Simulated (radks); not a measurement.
Values are calculated unless marked as measured or tabulated.
Removal energies from the potassium ion K11+, [He] 2s2 2p4, by Delta-SCF beside the eigenvalue of the level emptied. Code: a radial shooting solver on a logarithmic mesh with Libxc functionals. Model: scalar-relativistic Kohn-Sham, PBEsol, spin-polarised, spherical densities, finite nucleus; Fermi nuclear charge, rms radius of each element as measured or else 0.836 A^(1/3) + 0.57 fm. Open shells are filled with parallel spins first.

removed from,final configuration,Delta-SCF (eV),-eigenvalue (eV)
2p,[He] 2s2 2p3,628.22,597.07
2s,[He] 2s1 2p4,689.09,661.80
1s,1s1 2s2 2p4,3997.6,3892.8
